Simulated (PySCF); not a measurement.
Electron affinity of K by level of theory

K⁻ [Ar] 4s2 (1S) → K [Ar] 4s1 (2S), as a difference of total energies. Calculation: PySCF 2.14, in x2c-TZVPPall with one added diffuse shell each of s, p, d type (7s5p4d, 42 functions); the spin-free X2C one-electron Hamiltonian (Gaussian nucleus). Correlated levels: valence: [Ar] frozen. The calculations carry no spin-orbit coupling.

| method | electron affinity (eV) |
| --- | --- |
| UHF | -0.086 |
| MP2 (valence) | 0.264 |
| SCS-MP2 (valence) | 0.334 |
| CCSD (valence) | 0.469 |

Errors of the correlated levels include the incompleteness of this basis and the frozen core.

A negative affinity means that the anion lies above the atom at that level of theory.

With two correlated electrons CCSD is exact in that space.

The coupled-cluster amplitudes are large for K⁻ (T1 above 0.03 or a double amplitude above 0.15), so a single reference is strained.

For comparison: 0.501 eV (measured; photodetachment measurements, as compiled on the Wikipedia data page of electron affinities).
